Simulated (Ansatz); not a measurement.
A geometry relaxed with Ansatz (a program for electronic structure) with PBE0-D3(BJ)/def2-TZVP, charge 0, multiplicity 1:

```xyz
4

Cl    -1.7316    -1.0182     0.2427
Al    -0.0066     0.1431     0.1372
Cl     1.8162    -0.8247    -0.1390
H     -0.0781     1.6998     0.2621
```

Write the SMILES of this molecule.

`[Cl][AlH][Cl]`
